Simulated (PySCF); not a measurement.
C₅H₇F, SMILES CC1=CC[C@@H]1F. Coordinates come from a PBE-D3(BJ)/def2-SVP optimisation. The structure was generated by enumeration; whether it is a known compound was not checked.

Computed equilibrium geometry at PBE-D3(BJ)/def2-SVP (PySCF confirms it by a frequency run) as Cartesian coordinates in Å:
```xyz
13

C      2.0247    -0.1480     0.5438
C      0.5911     0.2101     0.3876
C     -0.3582     0.8374     1.1278
C     -1.4813     0.6163     0.1291
C     -0.3628     0.0063    -0.7752
F     -0.5570    -1.3013    -1.1976
H      2.1626    -1.2441     0.4270
H      2.4187     0.1508     1.5347
H      2.6476     0.3328    -0.2412
H     -0.3261     1.3613     2.0971
H     -2.0142     1.5087    -0.2653
H     -2.2280    -0.1499     0.4240
H     -0.1283     0.6199    -1.6761
```
Charge 0, spin multiplicity 1.
